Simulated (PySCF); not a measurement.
**Correlation energy of Pb(2+) (lead, charge +2)**

[Xe] 4f14 5d10 6s1 6d1, high-spin 3D determinant (an excited configuration). Calculation: PySCF 2.14, in aug-cc-pVTZ-DK3 (9s8p6d3f, 84 functions); the spin-free X2C one-electron Hamiltonian (Gaussian nucleus). Frozen: [Xe] 4f14 5d10; 2 electrons correlated.

With two correlated electrons CCSD is exact within the correlated space (frozen core and kept virtual orbitals).

```csv
level,correlation energy (mhartree)
CCSD,-7.02
```

Diagnostics: T1 = 0.0060, D1 = 0.0118, largest double amplitude 0.040.

Spin-orbit coupling, absent here, splits the open shell strongly. The outer electron is Rydberg-like, and this basis confines it to a smaller radius and binds it less than a complete one would.

Cost of the coupled-cluster step: of the order of 0.8 core-seconds, for 2 correlated electrons.
